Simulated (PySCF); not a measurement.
Species: C$_{2}$HClF (charge 0, doublet). It need not be the lowest isomer of its formula. 
Coordinates optimised at B3LYP-D3(BJ)/def2-TZVP (Ansatz):
```xyz
5

C      0.0587    -0.8804     0.0790
C     -1.2077    -0.5449     0.1015
F     -1.8065     0.6063     0.0203
Cl     1.3399     0.2943    -0.0839
H      0.3737    -1.9074     0.1607
```
Charge 0, spin multiplicity 2.

Dispersion corrections to the total energy (kcal/mol) from the dftd3 and dftd4 libraries through PySCF: D3(BJ) without and D4 with the three-body term, each with the damping fitted for the functional named.

| functional | D3(BJ) | D4 |
|---|---|---|
| r2SCAN | -0.51 | -0.46 |
| BHLYP | -2.87 | -2.38 |
| HF | -18.21 | -7.83 |
| BLYP | ___ | -4.61 |
| CAM-B3LYP | -1.55 | -1.68 |
| B3LYP | -3.63 | ___ |
| BP86 | ___ | -2.65 |

**Question.** Complete the blanks.

**Answer.** 
- BLYP, D3(BJ): -4.45
- B3LYP, D4: -3.29
- BP86, D3(BJ): -3.27
